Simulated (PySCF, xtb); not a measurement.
C₄H₆BF, SMILES B(F)(CC)C#C. One conformer was computed; it need not be the lowest.

Harmonic wavenumbers (cm⁻¹) from xtb with GFN2-xTB at its own minimum, in rising order: 37, 103, 175, 218, 226, 377, 433, 476, 645, 678, 683, 744, 971, 997, 1088, 1140, 1224, 1236, 1318, 1419, 1455, 1505, 1508, 2207, 2938, 2965, 3026, 3038, 3045, 3362.

### Question
What does PySCF 2.14.0 with PBE0-D3(BJ)/def2-SVP give at its own minimum? (The exact figures need the calculation; the answer reports its results.)

### Answer
29, 121, 195, 233, 249, 404, 463, 536, 643, 710, 752, 784, 964, 981, 1087, 1146, 1244, 1280, 1391, 1393, 1415, 1473, 1476, 2191, 3034, 3058, 3075, 3150, 3151, 3476. Paired by order, the mean absolute difference is 41 cm⁻¹ and the zero-point energies are 56.1 and 57.3 kcal/mol.
